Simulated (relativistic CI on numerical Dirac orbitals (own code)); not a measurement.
## Line list: Electric-dipole lines, I27+

These numbers are calculated, not measured: Dirac-Coulomb-Breit CI, KLI orbitals optimised for each configuration, model QED, unscaled Slater integrals (own radial code, finite nucleus).

CI space (outside the closed core [Ne]): 3s2 3p6 3d8, 3s2 3p5 3d9, 3s2 3p4 3d10, 3s 3p6 3d9, 3p6 3d10, 3s 3p5 3d10, 3s2 3p6 3d7 4s, 3s2 3p6 3d7 4p, 3s2 3p6 3d7 4d, 3s2 3p4 3d9 4s, 3s2 3p6 3d7 4f, 3s2 3p5 3d8 4s, 3s2 3p4 3d9 4p, 3s2 3p5 3d8 4p, 3s2 3p6 3d6 4s2, 3s2 3p4 3d9 4d. Levels of other configurations are missing.

```
λ vac (nm)                      Lower                       Upper   A (s⁻¹)  log gf  S velocity/length
    1.8039       3s2 3p6 3d8 3P_2 [5]  3s2 3p6 3d7 4p 3D°_3 [132]  1.48e+12   -0.30               0.93
    1.8052       3s2 3p6 3d8 3F_4 [1]   3s2 3p6 3d7 4p 3G°_5 [91]  1.36e+12   -0.14               0.92
    1.8053       3s2 3p6 3d8 1G_4 [7]  3s2 3p6 3d7 4p 1G°_4 [142]  2.02e+12   -0.05               0.92
    1.8079       3s2 3p6 3d8 3F_4 [1]   3s2 3p6 3d7 4p 3F°_4 [88]  1.92e+12   -0.07               0.95
    4.0953       3s2 3p6 3d8 1D_2 [8]      3s2 3p5 3d9 1P°_1 [21]  9.80e+11   -0.13               0.72
    4.1807       3s2 3p6 3d8 3F_3 [3]      3s2 3p5 3d9 3P°_2 [18]  4.32e+11   -0.25               0.70
    4.2030       3s2 3p6 3d8 1G_4 [7]      3s2 3p5 3d9 1F°_3 [20]  1.35e+12    0.40               0.68
    4.2584       3s2 3p6 3d8 3P_2 [5]      3s2 3p5 3d9 3P°_2 [18]  3.51e+11   -0.32               0.74
    4.3930       3s2 3p6 3d8 1D_2 [8]      3s2 3p5 3d9 3F°_2 [19]  4.80e+11   -0.16               0.74
    4.6932       3s2 3p6 3d8 3F_4 [1]      3s2 3p5 3d9 3F°_3 [16]  2.04e+11   -0.33               0.66
    4.9046       3s2 3p6 3d8 3F_3 [3]      3s2 3p5 3d9 3F°_3 [16]  2.10e+11   -0.28               0.69
    4.9682       3s2 3p6 3d8 3F_4 [1]      3s2 3p5 3d9 3D°_3 [12]  6.52e+11    0.23               0.66
    4.9735     3s2 3p5 3d9 3D°_3 [12]      3s2 3p4 3d10 3P_2 [26]  5.91e+11    0.04               0.86
    4.9903       3s2 3p6 3d8 3P_2 [5]      3s2 3p5 3d9 3D°_1 [17]  4.61e+11   -0.29               0.68
    5.0162     3s2 3p5 3d9 1F°_3 [20]      3s2 3p4 3d10 1D_2 [29]  1.27e+12    0.38               0.84
    5.0220       3s2 3p6 3d8 3F_3 [3]      3s2 3p5 3d9 3D°_2 [14]  5.04e+11   -0.02               0.66
    5.1167       3s2 3p6 3d8 1G_4 [7]      3s2 3p5 3d9 3F°_3 [16]  3.02e+11   -0.08               0.62
    5.2232       3s 3p6 3d9 3D_3 [22]      3s 3p5 3d10 3P°_2 [78]  6.09e+11    0.10               0.86
    5.2525       3s2 3p6 3d8 3F_4 [1]      3s2 3p5 3d9 3F°_4 [10]  2.25e+11   -0.08               0.68
    5.2614       3s2 3p6 3d8 1D_2 [2]      3s2 3p5 3d9 1D°_2 [11]  4.11e+11   -0.07               0.72
    5.2833     3s2 3p5 3d9 3F°_3 [16]      3s2 3p4 3d10 3P_2 [26]  5.69e+11    0.08               0.83
    5.9840     3s2 3p5 3d9 3F°_4 [10]        3s 3p6 3d9 3D_3 [22]  3.74e+11    0.15               0.84
    6.3574     3s2 3p4 3d10 1D_2 [29]     3s 3p5 3d10 1P°_1 [182]  7.44e+11    0.13               0.88
    12.416  3s2 3p6 3d7 4p 3G°_5 [69]   3s2 3p6 3d7 4d 3H_6 [186]  1.19e+11    0.55               1.00
    14.608  3s2 3p6 3d7 4p 5G°_6 [85]   3s2 3p6 3d7 4d 5H_7 [189]  9.92e+10    0.68               1.00
    17.510   3s2 3p6 3d7 4s 5F_5 [30]   3s2 3p6 3d7 4p 5G°_6 [85]  4.57e+10    0.44               1.14
    17.577   3s2 3p6 3d7 4s 5F_4 [37]  3s2 3p6 3d7 4p 5G°_5 [105]  4.47e+10    0.36               1.12
    17.696   3s2 3p6 3d7 4s 3G_5 [40]  3s2 3p6 3d7 4p 3H°_6 [118]  4.36e+10    0.42               1.19
    17.873   3s2 3p6 3d7 4s 3H_6 [47]  3s2 3p6 3d7 4p 3I°_7 [133]  4.35e+10    0.49               1.24
    17.904   3s2 3p6 3d7 4s 1H_5 [59]  3s2 3p6 3d7 4p 3I°_6 [156]  4.32e+10    0.43               1.22
```

Terms are leading LS components. Brackets give the number of a level in order of energy, since labels repeat. The list gives strong lines, with weight on those to low levels, among the lowest 200 of 1385 levels, so that lines to higher ones, which can be the strongest, are missing. Levels whose partners in the same complex of configurations lie outside the list can be far off, and so can their lines. Rates are taken at the computed energies, electric ones in the length gauge. A velocity-to-length ratio far from 1 marks an uncertain rate.

At this charge energies of transitions that change n are usually good to better than 1 %, and those within a shell (Δn = 0) to a few per cent. Terms inside the open d or f shell come out 10 to 20 % too wide with unscaled integrals.

LS names give the leading component of a level, which can be under half, so a name can repeat, a term be missing and a line seem to break the LS rules.
